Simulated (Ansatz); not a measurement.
Total energies of the cluster Ag3⁺ (the lowest singlet isomer of a short search) from Ansatz at PBE0-D4/def2-TZVP, gas phase (1 Eh = 27.2114 eV = 2625.5 kJ/mol). The reference geometry is relaxed at B3LYP-D4/def2-TZVP.

```xyz
3

Ag   -1.337   -0.830    0.097
Ag    0.089    1.240   -0.970
Ag    1.248   -0.410    0.873
```

```tsv
state	geometry	energy (Eh)
charge 1 singlet	reference	-440.77979
charge 0 doublet	reference	-440.98391
charge 1 triplet	relaxed at B3LYP-D4/def2-TZVP	-440.71506
charge 1 quintet	relaxed at B3LYP-D4/def2-TZVP	-440.51135
```

In the def2 sets Ag takes a core potential; there is no spin–orbit coupling.

(1) Work out the vertical electron affinity, to the doublet.

(2) Which of the charge 1 states is lowest, and how far above it are the others?

(1) E(charge 1 singlet) − E(charge 0 doublet) = -440.77979 − (-440.98391) = 0.20412 Eh = 5.55 eV.

(2) The singlet. triplet: -440.71506 − (-440.77979) = 0.06473 Eh = 169.9 kJ/mol; quintet: -440.51135 − (-440.77979) = 0.26844 Eh = 704.8 kJ/mol. The triplet differs in its bonds from the reference. The quintet differs in its bonds from the reference.

The structure comes from a short search, and lower isomers may exist.
